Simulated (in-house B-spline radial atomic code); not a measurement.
**How G0W0 and RPA depend on the start: neutral rhenium**

Configuration [Xe] 4f14 5d5 6s2, highest spin. Computed with an all-electron radial atomic-structure program (B-spline basis): all electrons, scalar-relativistic (spin-free one-electron X2C), finite nucleus, each spin shell either full or empty, empty states to l = 9 with an (l + 1/2)⁻⁴ tail; G0W0 by contour deformation at full frequency.

Without the two-electron picture change, the correlation of inner shells comes somewhat too large for so heavy an element.

```csv
start,mean-field 6s down (eV),G0W0 (eV),QP weight,RPA correlation (Eh)
Hartree-Fock,-6.088,-7.440,0.945,-6.2559
LDA VWN5,-5.150,-7.974,0.845,-6.7659
PBE,-4.799,-7.872,0.815,-6.758
PBE0,-5.376,?,?,?
r2SCAN,-4.904,-7.817,0.883,-6.6691
HSE06,-5.055,-7.833,0.860,-6.6309
B3LYP (VWN-RPA),-5.576,-7.923,0.885,-6.6471
SCAN,-5.112,-7.957,0.884,-6.6886
TPSS,-4.672,-7.835,0.808,-6.7386
BHandHLYP,-6.133,?,?,?
CAM-B3LYP,-6.716,-7.870,0.927,-6.5875
LC-wPBE,-7.319,-7.741,0.945,-6.5894
wB97X,-7.798,-7.832,0.943,-6.5605
PBEsol,-4.828,-7.889,0.824,-6.7607
BLYP,-4.974,-7.951,0.826,-6.7611
r2SCAN0,-5.499,-7.753,0.911,-6.558
```

**Question.** What G0W0 level, weight and RPA correlation energy follow from the PBE0 start?

**Answer.** G0W0 level -7.827 eV, weight 0.888, RPA correlation -6.6169 hartree.

**Question.** What G0W0 level, weight and RPA correlation energy follow from the BHandHLYP start?

**Answer.** G0W0 level -7.798 eV, weight 0.919, RPA correlation -6.4912 hartree.

**Question.** How much of the dependence on the start does G0W0 remove?

**Answer.** The mean-field levels span 3.13 eV and the G0W0 levels 0.534 eV. Against 7.834 eV (NIST, measured) the G0W0 removal energies are off by -0.39 to +0.14 eV, with spin-orbit coupling, Breit and QED terms left out.
